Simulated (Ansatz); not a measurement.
Reaction (ligand exchange at a Zr–F bond): `[NH2][Zr]([NH2])([F])[F]` + NH₃ → `[NH2][Zr]([NH2])([NH2])[F]` + H–F

Computed with Ansatz on PBE0-D4/def2-TZVP structures; ΔE is electronic, products minus reactants. CCSD(T)/CBS is the MP2 limit (def2-TZVPP, def2-QZVPP) plus CCSD(T) − MP2 in def2-TZVPP, frozen cores. This one scheme is used for every species. Elements past krypton have def2 core potentials. For Zr outer-core shells are correlated without core-valence functions, which leaves a few kJ/mol of doubt a bond. Each species was taken in one conformer, which may not be the lowest.

`[NH2][Zr]([NH2])([F])[F]`:

Z-matrix (Å, degrees):
```
Zr
N 1 2.024
F 1 1.917 2 111.0
N 1 2.029 2 106.2 3 118.0
F 1 1.917 2 110.9 3 -124.0
H 2 1.012 1 125.6 3 -24.4
H 2 1.012 1 125.6 3 148.0
H 4 1.010 1 126.1 2 0.2
H 4 1.012 1 125.1 2 -179.8
```

NH₃:

Z-matrix (Å, degrees):
```
N
H 1 1.013
H 1 1.013 2 107.1
H 1 1.013 2 107.1 3 -114.5
```

`[NH2][Zr]([NH2])([NH2])[F]`:

Z-matrix (Å, degrees):
```
Zr
N 1 2.037
N 1 2.037 2 107.1
N 1 2.037 2 107.1 3 114.7
F 1 1.930 2 111.7 3 -122.6
H 2 1.012 1 125.2 3 162.9
H 2 1.010 1 125.8 3 -9.5
H 3 1.012 1 125.2 2 -82.4
H 3 1.010 1 125.8 2 105.2
H 4 1.012 1 125.2 2 162.9
H 4 1.010 1 125.8 2 -9.6
```

H–F:

Z-matrix (Å, degrees):
```
F
H 1 0.920
```

```json
{"species": "`[NH2][Zr]([NH2])([F])[F]`", "CCSD(T)/CBS(def2) energy (Eh)": "-358.63201"}
{"species": "NH₃", "CCSD(T)/CBS(def2) energy (Eh)": "-56.50880"}
{"species": "`[NH2][Zr]([NH2])([NH2])[F]`", "CCSD(T)/CBS(def2) energy (Eh)": "-314.70163"}
{"species": "H–F", "CCSD(T)/CBS(def2) energy (Eh)": "-100.39570"}
```

Work out ΔE.

ΔE = (-314.70163) + (-100.39570) − (-358.63201) − (-56.50880) = 0.04348 Eh = +1.18 eV.

What do rigid-rotor, harmonic-oscillator terms from PBE0-D4/def2-TZVP frequencies (298.15 K, 1 bar) make of the CCSD(T)/CBS value? (Best estimate.)

The calculation gave: ΔZPE = -0.06 eV, ΔH = +1.13 eV, ΔS = -16 J/(mol·K), ΔG = +1.18 eV.

Largest T1 diagnostic among the species: 0.017.

In def2-TZVPP, CCSD(T) changes the Hartree–Fock value by −0.17 eV (the triples alone add −0.02 eV) and MP2 by −0.19 eV. Leaving LDA and LC-ωPBE aside and taking each functional with its dispersion term where it has one, the values, not all of them listed here, spread over 0.14 eV, from PBE-QIDH to B97M-V. LDA lies −0.09 eV from PBE without D4.
